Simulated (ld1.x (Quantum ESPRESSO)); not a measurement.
**Plane-wave convergence, TM semilocal potential for Ti**

- Element: titanium (Ti)
- Generator: ld1.x (Quantum ESPRESSO) 7.5
- Type: norm-conserving Troullier–Martins (semilocal form)
- Functional: PBE
- Relativity: scalar-relativistic
- Frozen core: [Ne]
- Valence charge: 12
- Reference configuration: 3s2 3p6 3d1 4s0 4p0 (charge +3)
- Partial waves: 3s (bound): rc 1.30 bohr; 3d (bound): rc 1.70 bohr; 3p (bound): rc 1.75 bohr
- Local potential: the p channel
- Core correction: Bessel-smoothed model core inside 0.80 bohr

The pseudo-atom Hamiltonian at the reference potential is diagonalised in spherical Bessel functions j_l(qr) that vanish at 20 bohr, with q² up to the cutoff. All-electron valence levels (Ry): 3s -6.9856, 4s -1.9436, 3d -2.5498, 3p -5.2127, 4p -1.5358.

Q: How do the lowest levels (Ry) of each channel move with the cutoff, and are there ghosts?

A:

```csv
cutoff (Ry),s #1,s #2,d #1,d #2,p #1,p #2,Σ f·Δε (mRy)
8,-6.7278,-1.9020,-1.4292,-0.6804,-3.8797,-1.2575,9634.0
12,-6.7764,-1.9534,-1.5497,-0.7240,-4.5089,-1.3833,5641.0
18,-6.8034,-1.9582,-1.7404,-0.7866,-4.9776,-1.4788,2584.2
25,-6.8715,-1.9625,-1.9452,-0.8429,-5.1609,-1.5230,1143.0
35,-6.9551,-1.9748,-2.2704,-0.9117,-5.2089,-1.5386,362.6
45,-6.9757,-1.9806,-2.4502,-0.9424,-5.2123,-1.5405,121.6
55,-6.9772,-1.9819,-2.5269,-0.9550,-5.2123,-1.5406,41.8
70,-6.9797,-1.9820,-2.5480,-0.9589,-5.2125,-1.5406,14.3
90,-6.9842,-1.9824,-2.5496,-0.9593,-5.2126,-1.5407,2.9
110,-6.9853,-1.9827,-2.5497,-0.9593,-5.2127,-1.5407,0.7
140,-6.9854,-1.9827,-2.5497,-0.9593,-5.2127,-1.5407,0.4
400,-6.9856,-1.9828,-2.5498,-0.9593,-5.2127,-1.5407,0.0
```

Result: no extra level below or beside the all-electron valence levels (s, d, p tested); the semilocal form is local in each channel, so this says nothing of the separable form that plane-wave codes build from it; 10 mRy is reached at 80 Ry and 1 mRy at 110 Ry.

Its largest configuration-test error is +636 meV.
